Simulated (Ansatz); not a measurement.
Reactions of CH$_{4}$BFSi (`F[SiH]1BC1`).

Gas-phase electronic energies from Ansatz, PBE0-D4/def2-TZVP geometries. CCSD(T)/CBS is the MP2 limit (def2-TZVPP, def2-QZVPP) plus CCSD(T) − MP2 in def2-TZVPP, frozen cores. Functionals use def2-TZVPP. Elements past krypton have def2 core potentials. For Br, Ge, I, In outer-core shells are correlated without core-valence functions, which leaves a few kJ/mol of doubt a bond. Scalar relativity is left out up to krypton. One conformer a species, not always the lowest.

```tsv
reaction	r2SCAN-D4 (kJ/mol)	ωB97M-V (kJ/mol)	MP2/CBS(def2) (kJ/mol)	HF/CBS(def2) (kJ/mol)
`F[SiH]1BC1` + `[NH2][GeH2][OH]` → `O[SiH]1BC1` + `[NH2][GeH2][F]`	-11	-12	-9	-10
`F[SiH]1BC1` + `[SiH3][SiH2][GeH3]` → `B1C[SiH2]1` + `[F][GeH2][SiH2][SiH3]`	69	69	73	62
`F[SiH]1BC1` + `[CH3][GeH]([SiH3])[Cl]` → `F[SiH]1CB1[SiH3]` + `[CH3][GeH2][Cl]`	-2	-1	-2	1
`F[SiH]1BC1` + `[CH3][In]([F])[I]` → `I[SiH]1BC1` + `[CH3][In]([F])[F]`	105	112	108	134
`F[SiH]1BC1` + `[OH][InH][Br]` → `F[Si]1(Br)BC1` + `[OH][InH2]`	32	33	38	59
```

(1) Give the CCSD(T)/CBS values in the same order. (An estimate is asked.)

Largest T1 diagnostic: 0.017, for `[OH][InH2]`.

Answers

(1) The calculation gave: -8, 71, -1, 109, 39 kJ/mol.
